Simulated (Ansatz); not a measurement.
Basis-set series for ClH2InN, SMILES `[NH2][In][Cl]` radical. Total charge 0; spin multiplicity 2. In: def2 effective core potential. The structure was optimised at the PBE0-D4/def2-TZVP level. It is one conformer, not always the lowest.

| functional | basis | functions | energy (Eh) | HOMO (eV) | LUMO (eV) |
| --- | --- | --- | --- | --- | --- |
| PBE0-D4 | def2-SVP | 68 | -705.91849 | -6.29 | -3.51 |
| PBE0-D4 | def2-QZVPP | 269 | -706.17640 | -6.47 | -3.70 |
| ωB97M-V | def2-SVP | 68 | -706.02993 | -8.29 | -1.83 |
| ωB97M-V | def2-QZVPP | 269 | -706.28852 | -8.51 | -2.11 |

Q: Give the rows for def2-TZVPP. (Estimate.)

A: Ansatz gave: 
| functional | basis | functions | energy (Eh) | HOMO (eV) | LUMO (eV) |
| --- | --- | --- | --- | --- | --- |
| PBE0-D4 | def2-TZVPP | 151 | -706.15767 | -6.44 | -3.65 |
| ωB97M-V | def2-TZVPP | 151 | -706.27045 | -8.47 | -2.02 |

HOMO and LUMO are taken over both spins.
